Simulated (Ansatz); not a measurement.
C2H5ClF2Si can be A, `C[Si@H](F)[C@@H](F)Cl`, or B, `C[C@H](F)[Si@H](F)Cl`.

Computed with Ansatz on PBE0-D4/def2-TZVP structures; ΔE is electronic, products minus reactants. CCSD(T)/CBS adds triple-zeta CCSD(T) − MP2 to the extrapolated MP2 energy (def2 sets, frozen cores). DFT in def2-TZVPP. B3LYP here is the variant with VWN-RPA as its local correlation; programs differ in this. Each species was taken in one conformer, which may not be the lowest.

Q: Which isomer does CCSD(T)/CBS put lower? Give the gap. (Estimate.)

A: Ansatz gave: B, by 29.1 kcal/mol.

Q: Give E(B) − E(A) in kcal/mol with HF/def2-TZVPP, B3LYP, PBE-D4, CCSD/def2-TZVPP, B3LYP-D4, PBE0-D4, r2SCAN-D4. (An estimate is asked.)

A: The calculation gave: HF/def2-TZVPP -31.8, B3LYP -28.5, PBE-D4 -26.8, CCSD/def2-TZVPP -29.6, B3LYP-D4 -28.3, PBE0-D4 -28.4, r2SCAN-D4 -28.4. None reverses the order clearly.

Largest T1 diagnostic: 0.011.

From PBE to PBE0 (25 % exact exchange), in def2-TZVPP and without D4, E(B) − E(A) moves by −1.5 kcal/mol. In def2-TZVPP, CCSD(T) changes the Hartree–Fock value by +2.9 kcal/mol (the triples alone add +0.6 kcal/mol) and MP2 by +2.2 kcal/mol.
